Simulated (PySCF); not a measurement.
Radial density of Tc (technetium, neutral)

UHF, [Kr] 4d4 5s2 5p1, one real determinant (an excited configuration). Computed with PySCF 2.14 in aug-cc-pVTZ-PP with one added diffuse shell each of s, p, d, f, g type with ECP28MDF (7s7p6d4f3g, 113 functions), with scalar relativity through the core potential. This is the valence pseudo-density: the core potential removes the inner electrons and smooths the orbitals near the nucleus.

```
r (bohr)  4πr²ρ (e/bohr)  4πr²(ρα − ρβ)
  0.0330       2.384e-05         0.0000
  0.0555       5.820e-05         0.0000
  0.0933       0.0001951         0.0000
   0.157        0.001603         0.0004
   0.264         0.02557         0.0076
   0.444          0.6951         0.1340
   0.747           7.989         1.3218
    1.26           10.05         2.9526
    2.11           2.597         1.4407
    3.56          0.9740         0.3794
    5.98          0.1587         0.0738
    10.1        0.003507         0.0026
```

⟨L²⟩ = 8.01 against 12 for a pure F term, so this real determinant mixes terms. Energies and moments cover only the electrons outside the core potential.
